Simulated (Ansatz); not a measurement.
# Counterpoise correction, worked out

The pair of Cl⁻ (SMILES [Cl-], atom 1) and BF$_{3}$ (SMILES FB(F)F, atoms 2–5), both closed shells, in one local arrangement (a lower one may exist), relaxed at PBE0-D4/def2-TZVPD:

```
5
angstrom
Cl -0.1638 -0.0851 -1.8029
F -0.6185 1.1630 0.5626
B 0.0124 0.0064 0.1366
F 1.3640 0.0347 0.4357
F -0.5941 -1.1191 0.6681
```

Program: Ansatz 0.2.0. Basis: def2-TZVPPD. Cores are frozen in the correlated methods.

MP2 total energies in eV:

| system | geometry | basis functions | energy |
| --- | --- | --- | --- |
| pair | pair | all | -21333.94524 |
| Cl⁻ | as in the pair | all (partner as ghosts) | -12511.03416 |
| BF$_{3}$ | as in the pair | all (partner as ghosts) | -8819.91587 |
| Cl⁻ | as in the pair | its own | -12510.93813 |
| BF$_{3}$ | as in the pair | its own | -8819.89250 |
| Cl⁻ | free (PBE0-D4 minimum) | its own | -12510.93813 |
| BF$_{3}$ | free (PBE0-D4 minimum) | its own | -8821.45482 |

(1) Work out the interaction energy with and without the counterpoise correction, the superposition error, and the binding energy from the relaxed fragments.

T1 diagnostic: at most 0.016.

Answers

(1) Without correction: -21333.94524 − (-12510.93813) − (-8819.89250) = -3.11461 eV.
With correction (each fragment in the whole basis): -21333.94524 − (-12511.03416) − (-8819.91587) = -2.99521 eV = -69.07 kcal/mol.
The superposition error is the difference, 0.11940 eV, 4 % of the uncorrected value: each fragment borrows its partner's functions.
Deformation from the free shapes: 0.00000 eV for Cl⁻ and 1.56232 eV for BF$_{3}$.
Binding energy from relaxed fragments: -2.99521 + 0.00000 + 1.56232 = -1.43289 eV = -33.04 kcal/mol (electronic, without zero-point energy; negative means bound). The deformation is large: the pair is on the way to a chemical bond or a shared proton. For comparison, the corrected interaction energy by CCSD(T) at an estimated basis limit (MP2 extrapolated from triple and quadruple zeta, plus CCSD(T) − MP2 in triple zeta) is -3.104 eV.

For scale, one of the runs: CCSD(T)/def2-TZVPPD, 208 basis functions, launched by `ansatz run in.yaml --threads 4 --pin off --events-out ev --progress --plain --max-ram 9574MiB`. The run took 12 s on 4 CPU threads of an Intel Xeon 6975P-C (shared host), with 2.3 GiB of host memory at its peak.
